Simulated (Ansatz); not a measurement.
CH$_{8}$OSiSn, SMILES `O[SiH2][CH2][SnH3]` at its PBE0-D4/def2-TZVP geometry, where that method's forces vanish. Charge 0, multiplicity 1. Sn takes the def2 core potential.

```xyz
12

O    -1.6466    1.3675    0.7104
Si   -1.5620   -0.1357    0.0359
C    -0.0121   -0.3534   -0.9672
Sn    1.7748   -0.0750    0.1928
H    -0.9688    1.6011    1.3471
H    -1.5855   -1.1943    1.0877
H    -2.7838   -0.2440   -0.7989
H     0.0297   -1.3612   -1.3907
H     0.0118    0.3610   -1.7939
H     1.4328    0.9809    1.5015
H     2.2987   -1.5685    0.8301
H     3.0110    0.6217   -0.7548
```

Question: What forces (eV/Å) does r2SCAN-D4/def2-TZVPP give on these atoms in Ansatz? (Estimate.)

Answer: The calculation gave: 
```
O1  -0.023  0.042 -0.003
Si2 -0.005 -0.045  0.008
C3  -0.084 -0.021 -0.042
Sn4  0.078  0.008  0.045
H5   0.011  0.010  0.018
H6  -0.004  0.003 -0.019
H7   0.018  0.002  0.015
H8   0.017  0.014 -0.012
H9   0.010 -0.013 -0.002
H10 -0.001 -0.006 -0.010
H11 -0.008  0.011 -0.006
H12 -0.009 -0.005  0.006
```
